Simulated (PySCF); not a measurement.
Match the calculated data to a structure.

All candidates are C5H6ClFO2.

* NMR, other nuclei: isotropic shieldings of nuclei other than C and H, by class: -147 (1 O), 86 (1 O), 294 (1 F), 735 (1 Cl) ppm [GIAO PBE0/pcSseg-1]
* Rotational structure: rotational constants A, B, C: 2.106, 1.045, 0.802 GHz [GFN2-xTB]
* 1H NMR: chemical shifts (computed TMS as zero) by class: 6.19 (1 H), 4.07 (1 H), 3.14 (1 H), 2.87 (1 H), 2.78 (1 H), 2.45 (1 H) ppm [GIAO PBE0/pcSseg-1]
* 13C NMR: chemical shifts (computed TMS as zero) by class: 170.8 (1 C), 109.1 (1 C), 54.8 (1 C), 43.9 (1 C), 43.5 (1 C) ppm [GIAO PBE0/pcSseg-1]
* Dipole: 3.07 D [PBE0/pcSseg-1]

Gas-phase values; electronic properties from PySCF, density fitting. Levels stand in brackets. Geometry: GFN2-xTB, one conformer, isolated molecule. Each NMR value is the plain mean over a class of atoms that symmetry, rotation or inversion makes alike.

Question: Which candidate is it?
A. `O=C1C[C@@H](Cl)C[C@@H](F)O1`
B. `CC(=O)/C=C(\Cl)OCF`
C. `C=C[C@@H](Cl)[C@H](F)C(=O)O`
D. `O=C(O)/C(=C/Cl)CCF`
E. `CC(=O)/C=C(/Cl)OCF`

Answer: A. It is `O=C1C[C@@H](Cl)C[C@@H](F)O1`. Numbering: `[O:1]=[C:2]1[CH2:3][C@@H:4]([Cl:5])[CH2:6][C@@H:7]([F:8])[O:9]1`. Its formula, C5H6ClFO2, gives 2 degrees of unsaturation: 1 ring and 1 π bond in the structure found. 5 carbons fall into 5 classes; from least to most shielded: ester carbonyl carbon [C2] (170.8 ppm), sp3 C–F carbon [C7] (109.1 ppm), sp3 C–Cl carbon [C4] (54.8 ppm), ring CH2 carbon [C6] (43.9 ppm), sp3 carbon next to a carbonyl [C3] (43.5 ppm). Hydrogen classes from least to most shielded: 1 H on an sp3 C–F carbon, C7 (6.19 ppm), 1 H on an sp3 C–Cl carbon, C4 (4.07 ppm), 1 H on an sp3 carbon next to a carbonyl, C3 (3.14 ppm), 1 H on an sp3 carbon next to a carbonyl, C3 (2.87 ppm), 1 H on a ring CH2 carbon, C6 (2.78 ppm), 1 H on a ring CH2 carbon, C6 (2.45 ppm). The other shieldings belong to: -147 ppm, ester carbonyl oxygen [O1]; 86 ppm, ester single-bonded oxygen [O9]; 294 ppm, alkyl fluorine [F8]; 735 ppm, alkyl chlorine [Cl5]. The optimised geometry has point group C1 and is an asymmetric top.

The others, at the same levels:
- `CC(=O)/C=C(\Cl)OCF` fails: its computed 13C shifts are 195.7 (1 C), 165.4 (1 C), 108.7 (1 C), 99.8 (1 C), 35.0 (1 C) ppm, 1H shifts are 6.27 (1 H), 6.20 (2 H), 2.23 (3 H) ppm and rotational constant A is 2.864 GHz (against 2.106 GHz).
- `C=C[C@@H](Cl)[C@H](F)C(=O)O` fails: its computed 13C shifts are 172.6 (1 C), 142.0 (1 C), 130.1 (1 C), 91.9 (1 C), 65.1 (1 C) ppm, 1H shifts are 7.10 (1 H), 6.60 (1 H), 5.77 (1 H), 5.76 (1 H), 5.32 (1 H), 4.53 (1 H) ppm and rotational constant A is 1.647 GHz (against 2.106 GHz).
- `CC(=O)/C=C(/Cl)OCF` fails: its computed 13C shifts are 195.5 (1 C), 160.6 (1 C), 116.4 (1 C), 106.2 (1 C), 34.4 (1 C) ppm, 1H shifts are 6.17 (2 H), 5.57 (1 H), 2.38 (3 H) ppm and rotational constant A is 1.723 GHz (against 2.106 GHz).
- `O=C(O)/C(=C/Cl)CCF` fails: its computed 13C shifts are 169.6 (1 C), 154.5 (1 C), 136.2 (1 C), 85.2 (1 C), 33.3 (1 C) ppm, 1H shifts are 7.95 (1 H), 6.16 (1 H), 4.90 (2 H), 2.85 (2 H) ppm and rotational constant A is 1.571 GHz (against 2.106 GHz).

Each candidate is one conformer, not necessarily the lowest. The conformers computed, where there is a choice (atom-mapped SMILES and torsion angles):
- `[CH3:1][C:2](=[O:3])/[CH:4]=[C:5](\[Cl:6])[O:7][CH2:8][F:9]`: C1–C2–C4–C5 177°, C4–C5–O7–C8 168°, C5–O7–C8–F9 -74°
- `[CH2:1]=[CH:2][C@@H:3]([Cl:4])[C@H:5]([F:6])[C:7](=[O:8])[OH:9]`: C1–C2–C3–Cl4 111°, C2–C3–C5–F6 56°, C3–C5–C7–O8 69°, H–O9–C7–C5 178°
- `[CH3:1][C:2](=[O:3])/[CH:4]=[C:5](/[Cl:6])[O:7][CH2:8][F:9]`: C1–C2–C4–C5 -2°, C4–C5–O7–C8 -176°, C5–O7–C8–F9 173°
- `[O:1]=[C:2]([OH:3])/[C:4](=[CH:5]/[Cl:6])[CH2:7][CH2:8][F:9]`: O1–C2–C4–C5 0°, C2–C4–C7–C8 75°, C4–C7–C8–F9 64°, H–O3–C2–O1 0°

The conformers of `O=C1C[C@@H](Cl)C[C@@H](F)O1` aren't listed.
